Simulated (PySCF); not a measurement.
Saddle point of BH$_{4}$O$_{2}$F, closed shell (BH₂O₂F ([OH][B]([OH])[F]) + H₂ → BH₃O₂ ([OH][BH][OH]) + HF; bonds formed: B1–H6, F2–H5; bonds broken: B1–F2, H5–H6), PBE0-D4/def2-TZVP structure:

```
8
angstrom
B -0.2003 -0.1410 0.1265
F 0.3296 1.3032 -0.6470
O -1.1411 -0.7781 -0.6153
O -0.4325 0.0649 1.4474
H 1.0439 0.3914 -0.5186
H 1.0938 -0.5500 -0.1501
H -0.9412 -0.8479 -1.5490
H 0.2480 0.5575 1.9065
```

Energies are electronic, without zero-point energy. Barriers and step energies count from the start structure reached by relaxing down the imaginary mode; all methods use the PBE0-D4 structures, on which another method's saddle can fall below an end. Program: PySCF 2.14 with density fitting (its default auxiliary sets; JK sets also for MP2 and CCSD(T)). Basis: def2-TZVPP, with def2-QZVPP for the basis limit. Cores are frozen in the correlated methods. B3LYP uses VWN-RPA correlation. Extrapolation: Hartree–Fock as exp(−7.88 √X), correlation as X^−2.97.

| method | barrier (eV) | step energy (eV) |
| --- | --- | --- |
| SPW92 | 1.809 | 1.114 |
| PBE-D4 | 2.149 | 1.109 |
| r2SCAN-D4 | 2.336 | 1.264 |
| PBE0-D4 | ? | 1.150 |
| B3LYP-D4 | ? | 1.199 |
| BHLYP-D4 | 2.735 | 1.257 |
| wB97M-V | ? | 1.224 |
| HF | 3.273 | 1.337 |
| MP2 | 2.529 | 1.202 |
| CCSD | 2.683 | 1.209 |
| CCSD(T) | 2.575 | 1.201 |

**Question.** Fill in the withheld barriers. (Judge from chemistry; the value comes from the calculation.)

**Answer.** The calculation gives: wB97M-V 2.474; B3LYP-D4 2.511; PBE0-D4 2.345 eV. Each is the energy of the saddle less that of the start structure, by the same method.

For comparison, the barrier by CCSD(T) at an estimated basis limit (MP2 extrapolated from triple and quadruple zeta, plus CCSD(T) − MP2 in triple zeta) is 2.568 eV.

The T1 diagnostic stays at or below 0.014.

Labels in which every atom is bracketed show which atoms are joined, not bond orders.

For scale, one of the runs: CCSD(T)/def2-TZVPP, 180 basis functions, launched by `OMP_NUM_THREADS=4 python run.py`. The run took 3.2 min on 4 CPU threads of an Intel Xeon Platinum 8488C (shared host), with 2.1 GiB of host memory at its peak.
